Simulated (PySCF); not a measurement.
Correlation energy of Zn+ (zinc, charge +1)

[Ar] 3d10 4p1, 2P determinant (an excited configuration). All numbers are calculated (PySCF 2.14, the non-relativistic Hamiltonian (point nucleus), in def2-TZVPPD (6s6p4d2f1g, 67 functions)). Frozen: [Ar]; 11 electrons correlated.

```
  level  correlation energy (mhartree)
   CCSD                        -392.38
    (T)                          -9.40
CCSD(T)                        -401.78
```

Diagnostics: T1 = 0.011, D1 = 0.0372, largest double amplitude 0.020.

Cost of the coupled-cluster step: about 14 core-seconds, for 11 correlated electrons.
